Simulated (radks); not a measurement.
Task: The mean radii <r> (bohr) of the occupied orbitals of an atom or ion are listed with their occupations. All-electron calculation, scalar-relativistic Kohn-Sham, r2SCAN, spin-unpolarised, spherical densities, finite nucleus; meta-GGA in the generalised Kohn-Sham scheme; Fermi nuclear charge, rms radius of each element as measured or else 0.836 A^(1/3) + 0.57 fm. Program: a radial shooting solver on a logarithmic mesh with Libxc functionals.

orbital  occ.      <r>
1s          2  0.03040
2s          2   0.1316
2p          6   0.1149
3s          2   0.3575
3p          6   0.3565
3d         10   0.3347
4s          2   0.8823
4p          6   0.9626
4d         10    1.267
5s          1    2.647

Name the element and its charge.

Result: Z = 48, cadmium, charge +1: Cd+ in [Kr] 4d10 5s1. The 1s radius gives Z: for a bare nucleus <r> = (2 gamma + 1)/(2Z) with gamma = sqrt(1 - (Z/c)^2), 0.02993 bohr for Z = 48, and screening makes it slightly larger (0.03040 here). The occupations add up to 47, and the charge is Z minus that.
